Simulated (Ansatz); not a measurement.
Program: Ansatz. Geometries: PBE0-D4/def2-TZVP. ΔE: electronic, gas phase. CCSD(T)/CBS is the MP2 limit (def2-TZVPP, def2-QZVPP) plus CCSD(T) − MP2 in def2-TZVPP, frozen cores. This one scheme is used for every species. DFT in def2-TZVPP. B3LYP here is the variant with VWN-RPA as its local correlation; programs differ in this. Each species was taken in one conformer, which may not be the lowest.

Reaction (ligand exchange at the Si–O bond): `O[Si](O)(O)F` + `N[SiH2]F` → `O[Si](O)(F)N[SiH2]F` + H₂O

`O[Si](O)(O)F`:

Z-matrix (Å, degrees):
```
Si
O 1 1.619
O 1 1.619 2 109.9
O 1 1.619 2 109.9 3 121.0
F 1 1.594 2 109.0 3 -119.5
H 2 0.958 1 118.5 3 178.2
H 3 0.958 1 118.5 2 -60.3
H 4 0.958 1 118.5 2 178.4
```

`N[SiH2]F`:

```xyz
7

N    -0.687    0.151    0.777
Si    0.512   -0.082   -0.400
F    -0.046   -0.314   -1.886
H    -1.170    1.027    0.879
H    -1.219   -0.616    1.154
H     1.268   -1.306   -0.057
H     1.341    1.141   -0.467
```

`O[Si](O)(F)N[SiH2]F`:

```xyz
12

O     1.441    1.508   -1.216
Si    0.624    0.900    0.044
O     0.006    2.177    0.845
F     1.571    0.084    1.028
N    -0.514   -0.242   -0.503
Si   -0.742   -1.875   -0.041
F    -1.591   -1.985    1.313
H     1.841    2.371   -1.106
H    -0.457    2.013    1.667
H    -1.196    0.117   -1.158
H    -1.537   -2.544   -1.095
H     0.555   -2.525    0.223
```

H₂O:

Z-matrix (Å, degrees):
```
O
H 1 0.960
H 1 0.960 2 105.1
```

Problem. Is it downhill or uphill in electronic energy at CCSD(T)/CBS, and by how much? (Best estimate.)

Solution. The calculation gave: Uphill: ΔE = +8.1 kcal/mol.

Problem. What do these levels give: PBE-D4, r2SCAN-D4, PBE0-D4, B3LYP-D4, B2PLYP, PBE, r2SCAN, PBE0, MP2/def2-TZVPP, CCSD/def2-TZVPP, MP2/def2-QZVPP, HF/CBS(def2)? (An estimate is asked.)

Solution. The calculation gave: PBE-D4 8.0, r2SCAN-D4 9.3, PBE0-D4 8.1, B3LYP-D4 8.6, B2PLYP 10.2, PBE 9.5, r2SCAN 9.8, PBE0 9.6, MP2/def2-TZVPP 8.5, CCSD/def2-TZVPP 9.0, MP2/def2-QZVPP 8.2, HF/CBS(def2) 11.8 kcal/mol.

Largest T1 diagnostic among the species: 0.011.

In def2-TZVPP, CCSD(T) changes the Hartree–Fock value by −3.3 kcal/mol (the triples alone add −0.5 kcal/mol) and MP2 by −3.3 kcal/mol. The D4 term adds −2.4 kcal/mol with B3LYP and −1.4 kcal/mol with PBE0; it sums over pairs of atoms, weighted by their polarisabilities, and B3LYP, whose exchange is more repulsive, gets the larger term.
